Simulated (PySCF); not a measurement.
ClH₂Si, SMILES [SiH2]Cl (connectivity only; charge and spin as stated), charge +1, multiplicity 1. Atoms are numbered in the order given.

```xyz
4

Si     0.0000     0.0000    -0.9684
Cl     0.0000     0.0000     0.9933
H      0.0000    -1.3083    -1.6645
H      0.0000     1.3083    -1.6645
```
Charge +1, spin multiplicity 1.

Geometry: PBE-D3(BJ)/def2-TZVP. The multiplicity is an assumed one; other spin states were not compared. The isomer is the one that the SMILES or the coordinates give; other isomers of the formula were not compared.

Method: PBE-D3(BJ)/def2-TZVP in PySCF.

Frequencies are harmonic and unscaled.

```csv
mode,ν (cm⁻¹),IR (km/mol),moving atoms (share of kinetic energy)
1,597,21.7,"H 89 %, Si 8 %"
2,653,64.5,"Si 49 %, Cl 46 %"
3,661,22.6,"H 88 %, Si 12 %"
4,900,84.9,H 93 %
5,2210,0.0,H 98 %
6,2278,1.2,H 95 %
```
